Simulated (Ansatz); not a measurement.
A search over several starts for the lowest SCF solution of TcO₄H⁻, that is TcO3(OH) with one electron more at the given spin, in a small basis.

```yaml
crystal:
  periodic: [false, false, false]
  atoms:
    - {symbol: Tc, position_ang: [0.257599, 0.319387, 0.177721]}
    - {symbol: O, position_ang: [-0.017411, 0.117785, 1.805039]}
    - {symbol: O, position_ang: [1.880461, 0.514398, -0.113988]}
    - {symbol: O, position_ang: [-0.595302, 1.646209, -0.348343]}
    - {symbol: O, position_ang: [-0.293945, -1.179814, -0.744642]}
    - {symbol: H, position_ang: [-1.231402, -1.417966, -0.775787]}
basis:
  gaussian: {orbitals: def2-SVP}
total_charge: -1
magnetization: {spin_polarized: true, initial_magnetization: 1}
hamiltonian: {xc: pbe0, dispersion: d4}
output: {orbitals: {seedname: orbitals}}
```

```sh
$ ansatz run in.yaml --threads 4 --pin off --events-out ev --progress --plain --max-ram 3916MiB
```

Output, abridged:

```
Functional definition: PBE0
902 factors; integrals over basis functions are off by at most 1.1e-3 eV
mean field evaluation 1: about -10377.1805 eV, gradient 6.0e1 eV
mean field evaluation 2: about -10277.3994 eV, gradient 1.7e2 eV
mean field evaluation 4: about -10389.6980 eV, gradient 1.1e1 eV
mean field evaluation 8: about -10390.1531 eV, gradient 3.1e-1 eV
mean field evaluation 16: about -10390.3882 eV, gradient 1.3e-2 eV
mean field evaluation 32: about -10390.3882 eV, gradient 6.2e-4 eV
mean field -10390.38819254 eV, -381.8397232179 hartree, gradient 4.2e-6 eV, S^2 0.756051; 4 other end points of the search recorded, 0 dependent functions left out
reference -10390.38823911 eV, -381.8397249291 hartree; 25, 24 occupied and 67, 68 virtual orbitals, 902 factors
Total energy: -10390.56026197 eV, -381.8460466526 hartree
```

Hardware: 4 threads of Arm Neoverse V2 on a shared host. Wall time 4.5 s.

In the def2 sets Tc takes a core potential; there is no spin–orbit coupling. The highest occupied level of the charge -1 doublet lies above zero (up to 1.18 eV). By energy differences its removal costs 1.51 eV (vertical, to the charge 0 singlet, at PBE0-D4/def2-TZVPD).
